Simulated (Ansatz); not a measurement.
A structure relaxed at PBE-D4/def2-SVP in Ansatz, charge 1, doublet:

| atom | x (Å) | y (Å) | z (Å) |
| --- | --- | --- | --- |
| Zn1 | -2.205 | -2.824 | -2.119 |
| Sn2 | -0.967 | -2.554 | 0.471 |
| Sn3 | -0.154 | 0.592 | 0.218 |
| Sn4 | -2.775 | -0.261 | -1.141 |
| Sn5 | -2.370 | -0.271 | 2.098 |
| Sn6 | -0.689 | 1.854 | -2.486 |
| Sn7 | 0.741 | -1.102 | 2.770 |
| Sn8 | 2.114 | -1.732 | -0.027 |
| Sn9 | 1.057 | 3.356 | -0.002 |
| Sn10 | 2.745 | 1.130 | 1.531 |
| Sn11 | 2.377 | 0.966 | -1.689 |
| Sn12 | 0.126 | -1.173 | -2.507 |
| Sn13 | -0.001 | 2.019 | 2.882 |

(1) Give its formula and point group.

(2) Summarise the bond lengths by kind (pairs closer than 1.2 times the sum of covalent radii, bridged metal pairs left out).

Answers

(1) ZnSn₁₂⁺. Point group Cs (tolerance 0.1 Å).

(2) 32 × Sn–Sn 3.03 to 3.33 Å; 3 × Sn–Zn 2.80 to 2.88 Å. The metal has 3 neighbours: Sn 2.88 Å, Sn 2.80 Å, Sn 2.88 Å.

In the def2 sets Sn takes a core potential; there is no spin–orbit coupling. Another isomer (doublet) lies 0.42 eV lower at PBE0-D4/def2-TZVP; other spin states weren't run for this one.
